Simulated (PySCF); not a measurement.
PySCF job for Li(OH2)4 (H₈LiO₄), SMILES [OH2]->[Li+](<-[OH2])(<-[OH2])<-[OH2] (connectivity only; charge and spin as stated), charge +1, multiplicity 1, C-PCM-ωB97X/def2-SVP. Coordinates come from a B3LYP-D3(BJ)/def2-SVP optimisation. The isomer is the one that the SMILES or the coordinates give; other isomers of the formula were not compared.

```python
import numpy as np
from pyscf import gto, scf, dft
from pyscf.solvent import pcm

mol = gto.M(
    atom='''
    Li    0.00064109    0.00098612   -0.00110218
    O     1.58671650   -0.38192704   -1.01218504
    H     1.82497735    0.04030522   -1.84964428
    H     2.36123250   -0.90013809   -0.75254283
    O     0.46424676    0.36350260    1.82595466
    H     1.20525056    0.87726183    2.17632164
    H     0.05990469   -0.06637658    2.59284743
    O    -0.87803974    1.53500053   -0.74883844
    H    -1.44295671    1.59121985   -1.53210698
    H    -0.94628397    2.39796660   -0.31631519
    O    -1.17292567   -1.51670738   -0.06380639
    H    -2.12363371   -1.55720130    0.11029579
    H    -0.93788107   -2.38205470   -0.42764641
    ''',
    basis='def2-SVP',
    charge=1,
    spin=0,
    max_memory=1600,
    verbose=3,
)
mf = dft.RKS(mol, xc='wb97x').density_fit(auxbasis='def2-universal-jkfit')
mf.grids.level = 3
mf.conv_tol = 1e-9
mf.max_cycle = 100
mf.kernel()
res = {}
for name, eps in {'water': 78.355, 'cyclohexanone': 15.619, 'toluene': 2.3741}.items():
    s = mf.PCM()
    s.with_solvent.method, s.with_solvent.eps, s.with_solvent.lebedev_order = 'C-PCM', eps, 29
    s.kernel(mf.make_rdm1())
    res[name] = (s.e_tot, eps, s.dip_moment(), s.mo_energy, s.converged)
    print(f'{name}: electrostatic solvation free energy {(s.e_tot - mf.e_tot) * 627.509474:.3f} kcal/mol')
```

Program output:

```
converged SCF energy = -312.841037787869

WARN: PCM is an experimental feature. It is still in testing.
Features and APIs may be changed in the future.

converged SCF energy = -312.932970149427

WARN: System has nonzero charge 1; the dipole moment is origin-dependent.
Location of origin: [0. 0. 0.]

Dipole moment(X, Y, Z, Debye):  0.00344,  0.00578, -0.00618
water: electrostatic solvation free energy -57.688 kcal/mol

WARN: PCM is an experimental feature. It is still in testing.
Features and APIs may be changed in the future.

converged SCF energy = -312.928168116392

WARN: System has nonzero charge 1; the dipole moment is origin-dependent.
Location of origin: [0. 0. 0.]

Dipole moment(X, Y, Z, Debye):  0.00342,  0.00576, -0.00614
cyclohexanone: electrostatic solvation free energy -54.675 kcal/mol

WARN: PCM is an experimental feature. It is still in testing.
Features and APIs may be changed in the future.

converged SCF energy = -312.894799836012

WARN: System has nonzero charge 1; the dipole moment is origin-dependent.
Location of origin: [0. 0. 0.]

Dipole moment(X, Y, Z, Debye):  0.00327,  0.00560, -0.00587
toluene: electrostatic solvation free energy -33.736 kcal/mol
```

The calculation finished and met its thresholds.
